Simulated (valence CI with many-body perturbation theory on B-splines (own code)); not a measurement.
Xe XLIX: calculated level list

Calculated by configuration interaction combined with many-body perturbation theory (CI+MBPT): four valence electrons over a frozen Dirac-Fock core [He], radial functions for each j: 11 s, 11 p, 10 d, 8 f, 5 g, 2 h, with the one-electron correlation potential Σ1 (screened to all orders), the two-electron term Σ2, the three-electron term Σ3, Breit, model QED; selected single and double excitations, second order for the rest, scaled by the run's own slope (own B-spline code, finite nucleus).

The last digits are not significant, and no measured levels were compared; by estimate large intervals hold to a few tenths of a per cent, small ones and those within an open d or f shell to about a per cent. Among the levels kept, up to 880 cm⁻¹ of a level comes from second order outside the variational space, and about a tenth of that is noise between levels of different J, which matters for small intervals.

Levels 181 to 208 of 208, with energies above the lowest level, (2s^2 2p1/2^2) J=0. "Leading %" is the weight of the configuration and term that name the level; weights of strongly mixed levels are sums over their largest components and can fall short, so below about 35 % the name and the second component can differ from the true leading terms, or belong to a minority configuration. In the jj column 3d3/2^4 stands for four electrons in 3d with j = 3/2. Lifetimes count E1, E2, E3, M1 and M2 decay at the calculated energies, and are blank where another channel may lead or the interval is too uncertain; long ones can be off by a factor of two.

| No. | Configuration | Term | J | E (× 10³ cm⁻¹) | Leading % | Lifetime | Second component | Leading jj |
| --- | --- | --- | --- | --- | --- | --- | --- | --- |
| 181 | 2s 2p2 3d | 3F | 4 | 50085 | 67 | 195 fs | 15 % 2s 2p2 3d 1G | 2s 2p3/2^2 3d5/2 (97 %) |
| 182 | 2s 2p2 3d | 3D | 3 | 50104 | 79 | 59.3 fs | 5 % 2s 2p2 3d 3F | 2s 2p3/2^2 3d5/2 (96 %) |
| 183 | 2s 2p2 3d | 3D | 3 | 50146 | 46 | 1.89 fs | 28 % 2s 2p2 3d 1F | 2s 2p3/2^2 3d5/2 (95 %) |
| 184 | 2p3 3p | 3D | 1 | 50184 | 58 | 12.0 fs | 18 % 2p3 3p 1P | 2p1/2 2p3/2^2 3p1/2 (80 %) |
| 185 | 2s 2p2 3d | 1D | 2 | 50192 | 53 | 16.3 fs | 27 % 2s 2p2 3d 3D | 2s 2p3/2^2 3d5/2 (93 %) |
| 186 | 2s 2p2 3d | 3P | 1 | 50217 | 37 | 2.15 fs | 22 % 2s 2p2 3d 1P | 2s 2p3/2^2 3d5/2 (83 %) |
| 187 | 2s 2p2 3d | 1D | 2 | 50313 | 44 | 1.29 fs | 25 % 2s 2p2 3d 3P | 2s 2p3/2^2 3d5/2 (90 %) |
| 188 | 2p3 3p | 3P | 0 | 50412 | 66 | 6.86 fs | 33 % 2p3 3p 1S | 2p1/2 2p3/2^2 3p1/2 (85 %) |
| 189 | 2p3 3p | 5P | 3 | 50518 | 53 | 9.09 fs | 24 % 2p3 3p 3F | 2p1/2 2p3/2^2 3p3/2 (99 %) |
| 190 | 2p3 3p | 3P | 2 | 50533 | 38 | 8.10 fs | 29 % 2p3 3p 3D | 2p1/2 2p3/2^2 3p3/2 (98 %) |
| 191 | 2p3 3p | 3P | 0 | 50553 | 96 | 7.42 fs |  | 2p1/2 2p3/2^2 3p3/2 (86 %) |
| 192 | 2p3 3p | 1P | 1 | 50644 | 45 | 7.90 fs | 28 % 2p3 3p 3D | 2p1/2 2p3/2^2 3p3/2 (97 %) |
| 193 | 2p3 3p | 3D | 3 | 50681 | 68 | 9.06 fs | 29 % 2p3 3p 1F | 2p1/2 2p3/2^2 3p3/2 (99 %) |
| 194 | 2p3 3p | 3F | 4 | 50688 | 98 | 9.56 fs |  | 2p1/2 2p3/2^2 3p3/2 (98 %) |
| 195 | 2p3 3p | 3P | 1 | 50846 | 76 | 8.39 fs | 16 % 2p3 3p 1P | 2p1/2 2p3/2^2 3p3/2 (99 %) |
| 196 | 2p3 3p | 1D | 2 | 50937 | 51 | 8.90 fs | 28 % 2p3 3p 3P | 2p1/2 2p3/2^2 3p3/2 (99 %) |
| 197 | 2p3 3d | 5D° | 1 | 50975 | 43 | 19.3 fs | 43 % 2p3 3d 3D° | 2p1/2 2p3/2^2 3d3/2 (98 %) |
| 198 | 2p3 3d | 3F° | 2 | 50986 | 40 | 21.8 fs | 38 % 2p3 3d 5D° | 2p1/2 2p3/2^2 3d3/2 (97 %) |
| 199 | 2p3 3d | 5D° | 0 | 50993 | 52 | 13.6 fs | 29 % 2p3 3d 1S° | 2p1/2 2p3/2^2 3d3/2 (97 %) |
| 200 | 2p3 3d | 3G° | 3 | 51030 | 37 | 12.0 fs | 24 % 2p3 3d 5D° | 2p1/2 2p3/2^2 3d3/2 (96 %) |
| 201 | 2p3 3p | 3P | 1 | 51051 | 49 | 8.39 fs | 29 % 2p3 3p 3S | 2p1/2 2p3/2^2 3p3/2 (99 %) |
| 202 | 2p3 3p | 3D | 2 | 51072 | 47 | 8.40 fs | 33 % 2p3 3p 1D | 2p1/2 2p3/2^2 3p3/2 (98 %) |
| 203 | 2p3 3d | 3G° | 4 | 51135 | 59 | 483 fs | 28 % 2p3 3d 1G° | 2p1/2 2p3/2^2 3d3/2 (97 %) |
| 204 | 2p3 3d | 5D° | 4 | 51180 | 52 | 461 fs | 26 % 2p3 3d 1G° | 2p1/2 2p3/2^2 3d5/2 (97 %) |
| 205 | 2p3 3d | 3D° | 3 | 51192 | 53 | 52.1 fs | 23 % 2p3 3d 5D° | 2p1/2 2p3/2^2 3d5/2 (98 %) |
| 206 | 2p3 3d | 3D° | 3 | 51233 | 41 | 2.29 fs | 35 % 2p3 3d 3F° | 2p1/2 2p3/2^2 3d3/2 (95 %) |
| 207 | 2p3 3d | 3P° | 2 | 51235 | 39 | 2.45 fs | 21 % 2p3 3d 3D° | 2p1/2 2p3/2^2 3d3/2 (88 %) |
| 208 | 2p3 3d | 3D° | 1 | 51260 | 34 | 3.12 fs | 26 % 2p3 3d 1P° | 2p1/2 2p3/2^2 3d3/2 (61 %) |
